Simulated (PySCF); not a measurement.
**Computed properties of 1-methyl-2,3-dihydroborole (C₅H₉B), SMILES CB1C=CCC1**

1-methyl-2,3-dihydroborole (C5H9B), SMILES B1(C)C=CCC1. Geometry: B3LYP-D3(BJ)/def2-SVP. Other conformers were not sampled. All values are computed for the isolated molecule unless a solvent is named; none is compared with measurement here.

**Structure.** All 39 harmonic modes at B3LYP-D3(BJ)/def2-SVP (PySCF) are real, so it is a minimum. With heavy atoms numbered as in [CH3:1][B:2]1[CH:3]=[CH:4][CH2:5][CH2:6]1, the shortest bond between them is C3–C4 at 1.355 Å and the longest B2–C6 at 1.589 Å.

**Vibrations.** The strongest infrared lines (harmonic, unscaled, degenerate partners summed) lie at 1389 cm⁻¹ (95 km/mol, H 55 %, C 32 %, B 14 %), 1614 cm⁻¹ (81 km/mol, C 91 %, H 9 %), 1172 cm⁻¹ (65 km/mol, B 41 %, H 37 %, C 22 %). The softest mode is at 65 cm⁻¹ and the zero-point energy is 79.9 kcal/mol.

**Electronic structure.** ωB97X/def2-TZVP (PySCF) places the frontier levels at -9.88 and 1.20 eV, a gap of 11.08 eV, and gives a dipole moment of 0.67 D and a mean polarisability of 70.4 bohr³. PBE/def2-TZVP (PySCF) at the same geometry gives -6.53 and -1.96 eV, so its gap is 6.51 eV narrower. An orbital gap is neither the optical nor the fundamental gap.

**Excitations.** TDA-PBE0/def2-SVPD (PySCF) has S1 at 5.53 eV (224 nm, f = 0.001, dark); the most intense of the 10 singlets computed lies at 6.25 eV (f = 0.33). T1 (TDA) is at 3.82 eV, 1.71 eV under S1. TDA-PBE/def2-SVPD (PySCF) puts S1 at 4.95 eV. No vertical singlet excitation falls in the visible range (under 3.1 eV).

**NMR.** GIAO shifts at B3LYP/pcSseg-1 (PySCF) (non-relativistic, atoms alike by connectivity averaged): ¹³C from 9.4 to 190.9 ppm against TMS; ¹H from 1.3 to 8.3 ppm against TMS; ¹¹B at 69.8 ppm against BF3.
